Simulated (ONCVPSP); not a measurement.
**Building the ONCV potential for antimony (PBEsol, scalar-relativistic).**

- Element: Sb
- Generator: ONCVPSP 4.0.1
- Type: optimised norm-conserving Vanderbilt (ONCV)
- Functional: PBEsol
- Relativity: scalar-relativistic
- Frozen core: [Ar] 3d10 4s2
- Valence charge: 21
- Reference configuration: 4p6 4d10 5s2 5p1 (charge +2)
- Partial waves: 5s: rc 1.45 bohr, ncon 3, nbas 6, qcut 5.3 1/bohr, 2 projectors, debl 0.8 Ha; 4p+5p: rc 1.30 bohr, ncon 4, nbas 7, qcut 13.3 1/bohr, 2 projectors; 4d: rc 1.40 bohr, ncon 4, nbas 9, qcut 13.4 1/bohr, 2 projectors, debl 0.9 Ha
- Local potential: polynomial inside 1.30 bohr (lpopt 5, dvloc0 3 Ha)
- Core correction: none

All-electron outer shells of the reference configuration (PBEsol, scalar-relativistic, ld1.x):

| shell | level (eV) | outermost node (bohr) | outermost maximum (bohr) |
| --- | --- | --- | --- |
| 3d | -534.39 | – | 0.24 |
| 4s | -167.10 | 0.39 | 0.73 |
| 4p | -120.10 | 0.39 | 0.76 |
| 4d | -51.83 | 0.38 | 0.84 |
| 5s | -29.51 | 0.95 | 1.83 |
| 5p | -20.13 | 1.03 | 2.16 |

**Question.** Is a potential produced?

**Answer.** No. ONCVPSP 4.0.1 stopped with "ERROR pspot: first pseudo wave function has node, program will stop": the optimised pseudo-wave of the first projector has a node, so the radial equation cannot be inverted for a potential. It happened in the s channel.
